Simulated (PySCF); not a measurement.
# As⁺ (arsenic, charge +1): M06-2X calculation

Configuration: [Ar] 3d10 4s2 4p2, high-spin 3P determinant. Calculation: PySCF 2.14, in def2-SVP (5s4p3d, 32 functions); the non-relativistic Hamiltonian (point nucleus).

* Total energy: -2235.197 hartree
* One-electron energy: -3102.114 hartree
* Hartree (Coulomb) energy: 949.757 hartree
* Exchange-correlation energy: -82.840 hartree
* Kinetic energy: 2233.14461 hartree
* ⟨S²⟩: 2.0041
* ⟨L²⟩: 2.010
* Sum of ⟨r⟩: 21.75 bohr
* Sum of ⟨r²⟩: 30.71 bohr²
* Traceless quadrupole moment −½Σ⟨3z² − r²⟩ along its main axis: 2.37 e·bohr²
* Density at the nucleus (Gaussians lack the cusp): 23200 bohr⁻³
* Spin density at the nucleus: 0.830 bohr⁻³
* Langevin diamagnetic susceptibility: -24.3 ×10⁻⁶ cm³/mol
* Time after the integrals: 0.73 s of wall time on 1 thread of Neoverse-V1 (shared host)

| shell | electrons | mean orbital energy (eV) | spread (eV) | rms radius, mean of both spins (bohr) |
| --- | --- | --- | --- | --- |
| 1s α | 1 | -11660.9 | 0 | 0.0537 |
| 1s β | 1 | -11660.7 | 0 | 0.0537 |
| 2s α | 1 | -1496.0 | 0 | 0.224 |
| 2s β | 1 | -1495.9 | 0 | 0.224 |
| 2p α | 3 | -1341.1 | 0.014 | 0.198 |
| 2p β | 3 | -1341.0 | 0.165 | 0.198 |
| 3s α | 1 | -208.82 | 0 | 0.653 |
| 3s β | 1 | -208.63 | 0 | 0.653 |
| 3p α | 3 | -155.77 | 0.204 | 0.672 |
| 3p β | 3 | -155.53 | 0.534 | 0.672 |
| 3d α | 5 | -60.572 | 0.381 | 0.748 |
| 3d β | 5 | -60.428 | 0.537 | 0.748 |
| 4s α | 1 | -26.482 | 0 | 2.09 |
| 4s β | 1 | -22.921 | 0 | 2.09 |
| 4p α | 2 | -16.265 | 0 | 2.49 |
